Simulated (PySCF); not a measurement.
C9H7NS, SMILES c1(-c2ccccn2)cscc1 (GFN2-xTB optimised geometry):

```
18

C      1.189    -3.062     0.000
C     -0.198    -3.062     0.000
C     -0.870    -1.854     0.000
C     -0.129    -0.668     0.000
C     -0.753     0.650     0.000
C      0.012     1.853     0.000
C     -0.755     2.965     0.000
S     -2.438     2.590     0.000
C     -2.095     0.911     0.000
N      1.205    -0.678     0.000
C      1.835    -1.835     0.000
H      1.749    -3.983     0.000
H     -0.748    -3.992     0.000
H     -1.948    -1.828     0.000
H      1.086     1.846     0.000
H     -0.449     3.992     0.000
H     -2.916     0.222     0.000
H      2.916    -1.772     0.000
```

Method: CAM-B3LYP/def2-SVP in PySCF.

### Question
What are the frontier orbital energies and the dipole moment?

### Answer
HOMO-2 -8.70 eV, HOMO-1 -8.22 eV, HOMO -7.55 eV, LUMO 0.01 eV, LUMO+1 0.58 eV; dipole moment 1.75 D.

Meta-Löwdin charges at CAM-B3LYP/def2-SVP: C1 -0.14, C2 -0.07, C3 -0.13, C4 0.13, C5 -0.02, C6 -0.12, C7 -0.23, S8 0.27, C9 -0.24, N10 -0.27, C11 0.02, H12 0.11, H13 0.11, H14 0.11, H15 0.13, H16 0.12, H17 0.12, H18 0.10.
